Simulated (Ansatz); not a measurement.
In2N. The state is a doublet with charge 0. Geometry PBE-D4/def2-TZVP; atoms count from 1.

```xyz
3

In   -1.747   -0.932    0.166
In    1.745    0.937   -0.168
N     0.003   -0.005    0.002
```

In the def2 sets In takes a core potential; there is no spin–orbit coupling. The structure comes from a short search, and lower isomers may exist.

**Question.** Estimate the Mulliken populations from the PBE0/def2-TZVP orbitals of Ansatz.

**Answer.** 
```csv
atom,charge (e),spin (α − β)
In1,0.30,0.28
In2,0.30,0.28
N3,-0.61,0.45
```
Mulliken values and Mayer orders depend strongly on the basis.

**Question.** Where does the spin sit?

**Answer.** Summed by element: In 0.55, N 0.45, of 1 unpaired in all. Largest on single atoms: N3 0.45, In2 0.28, In1 0.28.

**Question.** And the Mayer bond orders between bonded heavy atoms (over 0.3)?

**Answer.** In1–N3 1.33 (1.99 Å); In2–N3 1.33 (1.99 Å). Values over 0.3 also appear between atoms too far apart for a bond (In1–In2 0.31 at 3.97 Å); they arise where an orbital or an unpaired electron spreads over both atoms.
